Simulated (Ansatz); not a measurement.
`C=C([SiH3])CC` + `[NH2][AlH][SiH2]S` → `CS[SiH2][AlH][NH2]` + `C=C(C)[SiH3]`  (substitution at a C–C bond)

Gas-phase electronic energies from Ansatz, PBE0-D4/def2-TZVP geometries. CCSD(T)/CBS is the MP2 limit (def2-TZVPP, def2-QZVPP) plus CCSD(T) − MP2 in def2-TZVPP, frozen cores. DFT in def2-TZVPP. B3LYP here is the variant with VWN-RPA as its local correlation; programs differ in this. Each species was taken in one conformer, which may not be the lowest.

Question: Is it downhill or uphill in electronic energy at CCSD(T)/CBS, and by how much? (Best estimate.)

Answer: Computed: Uphill: ΔE = +12.5 kJ/mol.

Question: What do these levels give: B97M-V, B3LYP-D4, BHLYP-D4, CAM-B3LYP-D4, CAM-B3LYP, CCSD/CBS(def2)? (An estimate is asked.)

Answer: The calculation gave: B97M-V 10.6, B3LYP-D4 8.4, BHLYP-D4 11.2, CAM-B3LYP-D4 12.1, CAM-B3LYP 13.2, CCSD/CBS(def2) 14.1 kJ/mol.

Largest T1 diagnostic among the species: 0.013.

At CCSD(T), def2-SVP lies +10.2 kJ/mol from the extrapolated value and def2-TZVPP +2.3 kJ/mol. From BLYP to BHLYP (50 % exact exchange), in def2-TZVPP and without D4, ΔE moves by +5.6 kJ/mol.
